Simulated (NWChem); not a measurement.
SbF$_{3}$; SMILES [F][Sb]([F])[F]

Program: NWChem. Coordinates come from a PBE0/def2-SVP optimisation. def2 effective core potentials on Sb; no spin-orbit coupling.

For level BHandHLYP/def2-TZVP:

* **highest occupied level (eV)**: -11.21
* **orbital gap (eV)**: 10.12
* **dipole (D)**: 4.27

### Question
Estimate the same quantities for level LRC-wPBEh/def2-TZVP.

### Answer
| Item | Value |
|---|---|
| highest occupied level (eV) | -11.68 |
| orbital gap (eV) | 11.54 |
| dipole (D) | 3.98 |
